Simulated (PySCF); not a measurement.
SMILES CC(C)(C)BOC (GFN2-xTB optimised geometry):

```
20

B     -0.192    -0.740     0.000
H     -0.809    -1.753     0.001
O      1.132    -0.740     0.000
C      1.940    -1.888     0.000
H      2.571    -1.873    -0.892
H      2.579    -1.868     0.886
H      1.342    -2.804     0.005
C     -0.956     0.675     0.000
C     -1.859     0.772    -1.239
C     -1.843     0.779     1.251
C      0.015     1.861    -0.010
H     -2.406     1.714    -1.239
H     -2.579    -0.044    -1.254
H     -1.266     0.720    -2.150
H     -2.562    -0.037     1.280
H     -1.238     0.733     2.153
H     -2.390     1.721     1.251
H      0.659     1.831     0.865
H      0.646     1.827    -0.894
H     -0.530     2.804    -0.008
```

Calculation: CAM-B3LYP/def2-SVP run with PySCF 2.14.0.

Task: What are the frontier orbital energies and the dipole moment?

Result: HOMO-2 -10.19 eV, HOMO-1 -10.14 eV, HOMO -8.98 eV, LUMO 1.55 eV, LUMO+1 2.80 eV; dipole moment 1.76 D.

On the same geometry PBE/def2-SVP (PySCF) gives HOMO-2 -7.40 eV, HOMO-1 -7.33 eV, HOMO -6.20 eV, LUMO -0.63 eV, LUMO+1 1.09 eV; dipole moment 1.69 D.

Meta-Löwdin charges at CAM-B3LYP/def2-SVP: B1 0.22, H2 -0.04, O3 -0.33, C4 -0.06, H5 0.11, H6 0.11, H7 0.10, C8 -0.03, C9 -0.28, C10 -0.28, C11 -0.28, H12 0.09, H13 0.09, H14 0.09, H15 0.09, H16 0.09, H17 0.09, H18 0.09, H19 0.09, H20 0.08.
